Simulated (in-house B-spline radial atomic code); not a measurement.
Cd⁶⁺: [Ar] 3d10 4s2 4p5 4d7 (an excited or competing configuration)

Level of theory: non-relativistic B97-1, spin-polarised, spherical fractional occupations, point nucleus; calculated with a B-spline radial code for spherical atoms.

Z_r = [3n² - l(l+1)]/(2<r>); Z_e = n√(-2ε); the last column is Slater's effective charge. Values are occupation-weighted means over spin.

| shell | electrons | ε (eV) | <r> (bohr) | Z_r | Z_e | Slater |
| --- | --- | --- | --- | --- | --- | --- |
| 1s | 2 | -25823 | 0.03171 | 47.31 | 43.57 | 47.70 |
| 2s | 2 | -3857.8 | 0.1373 | 43.70 | 33.68 | 43.85 |
| 2p | 6 | -3601.3 | 0.1173 | 42.63 | 32.54 | 43.85 |
| 3s | 2 | -804.8 | 0.3705 | 36.44 | 23.07 | 36.75 |
| 3p | 6 | -700.38 | 0.3621 | 34.52 | 21.52 | 36.75 |
| 3d | 10 | -507.91 | 0.3338 | 31.46 | 18.33 | 26.85 |
| 4s | 2 | -196.09 | 0.8853 | 27.11 | 15.19 | 20.60 |
| 4p | 5 | -161.21 | 0.9322 | 24.67 | 13.77 | 20.60 |
| 4d | 7 | -103.16 | 1.067 | 19.68 | 11.01 | 10.90 |

The least bound orbital is 4d down at -98.14 eV, and it is also the most diffuse (<r> = 1.082 bohr).

The density falls to 0.001 bohr⁻³ at 2.585 bohr; Σ<r²> = 18.613 bohr² gives, by the non-relativistic formula and without the paramagnetism of open shells, a Langevin diamagnetic susceptibility of -14.74×10⁻⁶ cm³/mol.

Caution: exact exchange at fractional occupations of open shells leaves self-interaction of up to several eV.
